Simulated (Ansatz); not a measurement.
Reaction (ligand exchange at a Zr–I bond): `[F][Zr]([F])([F])[I]` + `N=C=O` → `O=C=[N][Zr]([F])([F])[F]` + HI

Calculated with Ansatz (gas phase, PBE0-D4/def2-TZVP geometries, no zero-point term in ΔE). CCSD(T)/CBS adds triple-zeta CCSD(T) − MP2 to the extrapolated MP2 energy (def2 sets, frozen cores). This one scheme is used for every species. Functionals use def2-TZVPP. def2 core potentials past Kr. For I, Zr outer-core shells are correlated without core-valence functions, which leaves a few kJ/mol of doubt a bond. Each species was taken in one conformer, which may not be the lowest.

```json
{"level": "LDA (SPW92)", "ΔE (kJ/mol)": "20.5"}
{"level": "SCS-MP2/def2-QZVPP", "ΔE (kJ/mol)": "15.7"}
```

(1) What does CCSD(T)/CBS give? (Estimate.)

Largest T1 diagnostic among the species: 0.018.

## Answers

(1) The calculation gave: +16.4 kJ/mol. The listed levels differ from it by 4.1, -0.7 kJ/mol.

At CCSD(T), def2-SVP lies −21.4 kJ/mol from the extrapolated value and def2-TZVPP −4.4 kJ/mol. In def2-TZVPP, CCSD(T) changes the Hartree–Fock value by +5.8 kJ/mol (the triples alone add +3.2 kJ/mol) and MP2 by +12.8 kJ/mol.
